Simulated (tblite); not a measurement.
Compound: C₄H₁₀BN₂O (doublet state).
Atom-mapped SMILES: `[CH3:1][C:2]([OH:3])[N:4]1[BH:5][NH:6][CH2:7][CH2:8]1` (hydrogens: H9, H10, H11 on C1; H12 on O3; H13 on B5; H14 on N6; H15, H16 on C7; H17, H18 on C8)

Computed with GFN2-xTB (tblite), gas phase: L-BFGS steps from a force-field or distance-geometry start until the largest atomic force falls under 0.01 eV/Å.

Step 51: E = -675.2648 eV
```
atom  x, y, z in Å  |  force x, y, z in eV/Å
C1     -2.4435   -0.4543   -0.0837    0.072   0.038   0.029
C2     -1.3633    0.5747    0.0277    0.012   0.021  -0.011
O3     -1.8231    1.8684   -0.1565   -0.008  -0.007  -0.006
N4     -0.0508    0.3259   -0.3128    0.064  -0.008   0.001
B5      0.9608    1.1968   -0.8062   -0.033   0.085  -0.010
N6      2.1693    0.4803   -0.8093   -0.036  -0.028   0.026
C7      2.0265   -0.8397   -0.2410   -0.059  -0.007  -0.003
C8      0.5059   -0.9946   -0.0453    0.005   0.036  -0.023
H9     -2.1468   -1.4041    0.3521    0.022   0.014   0.039
H10    -2.7318   -0.6283   -1.1260   -0.006  -0.029  -0.063
H11    -3.3159   -0.0750    0.4405   -0.049  -0.020   0.012
H12    -1.0673    2.4381   -0.3312   -0.020  -0.016   0.011
H13     0.8377    2.3085   -1.1522    0.037  -0.079   0.004
H14     3.0908    0.7689   -1.0793    0.024   0.041  -0.001
H15     2.4360   -1.6114   -0.9029   -0.039  -0.014  -0.017
H16     2.5519   -0.9109    0.7221    0.029  -0.009   0.000
H17     0.0862   -1.7260   -0.7469    0.024   0.007   0.033
H18     0.2685   -1.3111    0.9748   -0.039  -0.025  -0.021
```

Step 52: E = -675.2661 eV
```
atom  x, y, z in Å  |  force x, y, z in eV/Å
C1     -2.4423   -0.4554   -0.0797    0.063   0.032   0.015
C2     -1.3639    0.5759    0.0283    0.013   0.029  -0.003
O3     -1.8312    1.8654   -0.1674    0.028   0.019  -0.011
N4     -0.0492    0.3293   -0.3073    0.057  -0.006   0.016
B5      0.9647    1.2014   -0.7953   -0.035   0.071  -0.013
N6      2.1705    0.4794   -0.8118   -0.034  -0.015   0.043
C7      2.0254   -0.8412   -0.2464   -0.039  -0.015  -0.010
C8      0.5061   -0.9928   -0.0448    0.007   0.028  -0.023
H9     -2.1524   -1.3991    0.3740    0.021   0.021   0.038
H10    -2.7176   -0.6437   -1.1232   -0.003  -0.041  -0.060
H11    -3.3222   -0.0667    0.4259   -0.025  -0.027   0.014
H12    -1.0801    2.4401   -0.3486   -0.033  -0.038   0.017
H13     0.8452    2.3173   -1.1291    0.033  -0.081  -0.001
H14     3.0938    0.7664   -1.0794    0.002   0.044   0.004
H15     2.4274   -1.6126   -0.9122   -0.023  -0.027  -0.040
H16     2.5569   -0.9202    0.7128    0.023   0.007   0.008
H17     0.0847   -1.7219   -0.7473    0.004   0.004   0.031
H18     0.2756   -1.3153    0.9752   -0.060  -0.005  -0.025
```

Step 53: E = -675.2671 eV
```
atom  x, y, z in Å  |  force x, y, z in eV/Å
C1     -2.4405   -0.4554   -0.0766    0.035   0.010  -0.010
C2     -1.3640    0.5778    0.0283    0.007   0.022   0.006
O3     -1.8375    1.8634   -0.1759    0.037   0.030  -0.011
N4     -0.0472    0.3325   -0.3021    0.024   0.003   0.028
B5      0.9674    1.2054   -0.7874   -0.018   0.022  -0.008
N6      2.1708    0.4785   -0.8140   -0.014   0.000   0.046
C7      2.0239   -0.8425   -0.2505   -0.004  -0.020  -0.011
C8      0.5062   -0.9907   -0.0441    0.002   0.009  -0.012
H9     -2.1549   -1.3940    0.3902    0.020   0.023   0.038
H10    -2.7069   -0.6562   -1.1211    0.009  -0.041  -0.038
H11    -3.3275   -0.0622    0.4148    0.009  -0.029   0.012
H12    -1.0901    2.4415   -0.3603   -0.018  -0.030   0.014
H13     0.8513    2.3222   -1.1133    0.025  -0.047  -0.012
H14     3.0958    0.7655   -1.0778   -0.024   0.039   0.009
H15     2.4187   -1.6151   -0.9189   -0.009  -0.024  -0.055
H16     2.5618   -0.9266    0.7049    0.010   0.015   0.011
H17     0.0841   -1.7180   -0.7471   -0.019  -0.001   0.013
H18     0.2797   -1.3199    0.9747   -0.071   0.019  -0.020
```

Task: Estimate the geometry and energy of step 54. (The exact step hangs on the optimiser's Hessian estimate; all steps are aligned on step 53, rigid shifts and turns removed.)

Result: E = -675.2678 eV, largest force 0.077 eV/Å
```
atom  x, y, z in Å  |  force x, y, z in eV/Å
C1     -2.4390   -0.4548   -0.0750    0.002  -0.015  -0.027
C2     -1.3637    0.5793    0.0293   -0.002   0.012   0.009
O3     -1.8399    1.8629   -0.1795    0.049   0.041  -0.014
N4     -0.0458    0.3344   -0.2980   -0.012   0.009   0.031
B5      0.9682    1.2079   -0.7827    0.002  -0.027   0.001
N6      2.1702    0.4784   -0.8145    0.009   0.009   0.037
C7      2.0229   -0.8435   -0.2534    0.024  -0.020  -0.007
C8      0.5064   -0.9895   -0.0436   -0.006  -0.009   0.000
H9     -2.1559   -1.3901    0.4003    0.018   0.024   0.033
H10    -2.7001   -0.6640   -1.1205    0.023  -0.033  -0.007
H11    -3.3310   -0.0602    0.4081    0.039  -0.028   0.004
H12    -1.0939    2.4408   -0.3695   -0.016  -0.024   0.014
H13     0.8545    2.3238   -1.1051    0.017  -0.004  -0.023
H14     3.0961    0.7672   -1.0751   -0.040   0.030   0.013
H15     2.4127   -1.6171   -0.9241   -0.001  -0.009  -0.054
H16     2.5653   -0.9298    0.6997   -0.002   0.011   0.007
H17     0.0837   -1.7159   -0.7465   -0.034  -0.002  -0.007
H18     0.2807   -1.3236    0.9739   -0.068   0.036  -0.009
```

The energy changes by -0.0007 eV. The first-order estimate −F·Δx gives -0.0010 eV and the mean of the old and new forces, exact on a quadratic surface, -0.0007 eV. The step makes an angle of 78° with the force vector and moves no atom by more than 0.011 Å.

The cost below is that of the whole relaxation. Hardware: an Arm Neoverse V1 with one thread, shared host. Cost: 0.58 s wall.
